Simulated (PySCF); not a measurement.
Fine-structure interval of Pb⁷⁷⁺ by level of theory

Pb⁷⁷⁺ [He] 2s2 2p1 [2p1/2^1, M_J = 1/2] → Pb⁷⁷⁺ [He] 2s2 2p1 [2p3/2^1, M_J = 3/2], as a difference of total energies. All numbers are calculated (PySCF 2.14, the two-component X2C-1e Hamiltonian, in an even-tempered Gaussian basis (16 s from 69 bohr⁻², ratio 2.4; 13 p from 90 bohr⁻², ratio 2.4; 5 d from 290 bohr⁻², ratio 2.6; 4 f from 430 bohr⁻², ratio 2.6)). Correlated levels: nothing frozen; the 26 highest virtual spinors dropped. "Screened" scales the spin-orbit matrix elements by Boettger's factors to mimic the two-electron term; Breit and QED terms are absent.

```csv
method,fine-structure interval (cm⁻¹)
GHF (screened spin-orbit),19126000
GMP2 (screened spin-orbit),19104000
GHF (bare spin-orbit),19680000
```
